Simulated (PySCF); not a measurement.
Vertical excitations of a molecule C2H4F2Si from TDA-PBE/def2-SVPD run with PySCF, as energy in eV (oscillator strength): 5.94 (0.000), 6.17 (0.000), 6.47 (0.001), 6.49 (0.264), 6.87 (0.000), 7.14 (0.001), 7.32 (0.002), 7.35 (0.015), 7.37 (0.085), 7.75 (0.025). Lowest triplet (TDA): 4.00 eV. Geometry optimised at B3LYP-D3(BJ)/def2-SVP. Other conformers were not sampled.

### Question
Which structure fits?
(A) F/C=C(/F)[SiH3]
(B) C=C(F)[SiH2]F
(C) FC(F)=C[SiH3]
(D) C=C[SiH](F)F

### Answer
A, F/C=C(/F)[SiH3]
